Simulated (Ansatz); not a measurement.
Reaction (ligand exchange at the Si–C bond): `C/C=N/C[SiH3]` + `N[SiH2]O[SiH3]` → `[SiH3]N[SiH2]O[SiH3]` + `C/C=N/C`

Computed with Ansatz on PBE0-D4/def2-TZVP structures; ΔE is electronic, products minus reactants. CBS: MP2 limit from def2 TZ/QZ plus the TZ coupled-cluster correction, frozen cores. Double bonds are as drawn, so ΔE can hold a change between cis and trans. DFT in def2-TZVPP. B3LYP here is the variant with VWN-RPA as its local correlation; programs differ in this. One conformer a species, not always the lowest.

`C/C=N/C[SiH3]`:

Z-matrix (Å, degrees):
```
C
C 1 1.487
H 1 1.094 2 110.5
H 1 1.095 2 110.4 3 -117.8
H 1 1.089 2 110.4 3 121.2
N 2 1.262 1 122.4 3 -121.7
H 2 1.103 1 116.7 3 58.2
C 6 1.438 2 118.7 1 -178.2
Si 8 1.891 6 109.5 2 111.1
H 8 1.103 6 113.6 2 -11.6
H 8 1.095 6 109.2 2 -131.9
H 9 1.485 8 110.6 6 58.2
H 9 1.489 8 109.3 6 178.4
H 9 1.487 8 109.5 6 -62.3
```

`N[SiH2]O[SiH3]`:

Cartesian coordinates in Å:
```
N 0.691 1.509 -1.673
Si -0.434 0.530 -0.855
O 0.188 -0.287 0.423
Si -0.046 -1.310 1.670
H 1.002 2.384 -1.285
H 1.383 1.110 -2.286
H -1.509 1.415 -0.344
H -0.944 -0.471 -1.825
H -0.521 -2.631 1.179
H 1.244 -1.488 2.383
H -1.055 -0.760 2.614
```

`[SiH3]N[SiH2]O[SiH3]`:

Z-matrix (Å, degrees):
```
Si
N 1 1.729
H 1 1.488 2 111.6
H 1 1.485 2 106.6 3 -119.4
H 1 1.488 2 112.1 3 120.8
Si 2 1.716 1 127.2 3 118.9
H 2 1.010 1 116.5 3 -53.4
O 6 1.637 2 113.5 1 -84.5
H 6 1.483 2 107.8 1 35.3
H 6 1.481 2 108.7 1 157.3
Si 8 1.635 6 142.9 2 46.3
H 11 1.486 8 110.2 6 81.4
H 11 1.488 8 110.4 6 -38.8
H 11 1.483 8 108.5 6 -158.8
```

`C/C=N/C`:

```xyz
11

C     0.420    0.171   -1.799
C     0.254   -0.189   -0.365
N    -0.480    0.471    0.417
C    -0.573    0.038    1.786
H     1.475    0.357   -2.026
H     0.102   -0.657   -2.441
H    -0.164    1.058   -2.038
H     0.811   -1.073   -0.012
H    -1.618   -0.175    2.027
H     0.032   -0.853    2.009
H    -0.258    0.853    2.443
```

```tsv
level	ΔE (kJ/mol)	difference from CCSD(T)/CBS
r2SCAN-D4	-61.9	3.2
PBE0-D4	-60.0	5.1
ωB97M-V	-63.4	1.7
PBE	-52.9	12.2
B3LYP	-60.2	4.9
HF/def2-TZVPP	-72.6	-7.5
SCS-MP2/def2-TZVPP	-67.6	-2.5
CCSD/def2-TZVPP	-66.2	-1.1
CCSD(T)/def2-TZVPP	-65.1	0.0
SCS-MP2/def2-QZVPP	-67.7	-2.6
CCSD(T)/CBS	-65.1	0
```

Largest T1 diagnostic among the species: 0.012.

In def2-TZVPP, CCSD(T) changes the Hartree–Fock value by +7.5 kJ/mol (the triples alone add +1.0 kJ/mol) and MP2 by +7.1 kJ/mol. From PBE to PBE0 (25 % exact exchange), in def2-TZVPP and without D4, ΔE moves by −4.3 kJ/mol. The D4 term adds −4.9 kJ/mol with B3LYP and −2.9 kJ/mol with PBE0; it sums over pairs of atoms, weighted by their polarisabilities, and B3LYP, whose exchange is more repulsive, gets the larger term.

CCSD(T)/CBS has its own doubt, a few kJ/mol and more with outer-core shells, so smaller differences from it don't rank the levels.
